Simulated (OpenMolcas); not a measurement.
# Re3+: moving or changing the point charges

Re3+ among 6 point charges of -1.7 e arranged as a trigonal prism (D3h), 1.96 Å from the ion, with a polar angle of 47.6° against the regular 49.1°.
```
   1.4480    0.0000    1.3210  -1.70
  -0.7240    1.2540    1.3210  -1.70
  -0.7240   -1.2540    1.3210  -1.70
   1.4480    0.0000   -1.3210  -1.70
  -0.7240    1.2540   -1.3210  -1.70
  -0.7240   -1.2540   -1.3210  -1.70
```

```json
{
 "Program": "OpenMolcas",
 "Method": "CASSCF",
 "Basis": "ANO-RCC-VDZP [7s6p4d2f1g]",
 "Scalar Hamiltonian": "DKH2, point nucleus",
 "Active space": "4 electrons in 5 orbitals (5d)",
 "State averaging": "2S+1 = 5 even, 5 roots; 2S+1 = 3 even, 45 roots; 2S+1 = 1 even, 50 roots",
 "Spin-orbit coupling": "state interaction with AMFI integrals over the reference wave functions"
}
```

Runs around this geometry, states (labels of D3, the rotations of D3h). Energies in cm-1 above the lowest state or level, χT in cm3 K/mol.

```tsv
R (Å)	q (e)	Ground state	First state of that spin	First gap with spin-orbit (degeneracies)	χT at 300 K	First state of another spin
1.96	-1.1	5E	5A1 6520	1774 (1, 2)	0.230	3A2 11349
1.96	-1.7	5E	5A1 12191	1345 (1, 2)	0.377	3A2 6759
2.12	-1.7	5E	5A1 7709	1596 (1, 2)	0.279	3A2 10454
```

Taking the first state of the same spin as R^-n, n = -ln(7709 / 12191) / ln(2.12 / 1.96) = 5.8 between the shortest and longest distance.

Scaling the charges by -1.1 / -1.7 = 0.65 scales the first state of the same spin by 6520 / 12191 = 0.53; with fixed orbitals a first-order splitting would follow the charge.

An orbital doublet at a regular site is open to a Jahn-Teller distortion, which this geometry leaves out. Without dynamic correlation the repulsion within the d shell is too large (B by tens of per cent), so at a given field states of lower spin stand too high. This shell can be high or low spin here, a state of another spin lies low, and with metal d orbitals alone active their balance is uncertain, so the ground spin may be wrong. Point charges give a weaker field than real ligands, and real ions of this kind are as a rule low spin; the high spin found here belongs to the model. Spin-orbit coupling mixes the spin-free states strongly: the lowest level takes only 61 % from its leading state, 5E (figures for R = 1.96, q = -1.1; the like holds for R = 1.96, q = -1.7, R = 2.12, q = -1.7). Point charges carry no covalency, so the field is a model and not that of real ligands. No measured value stands beside these numbers.
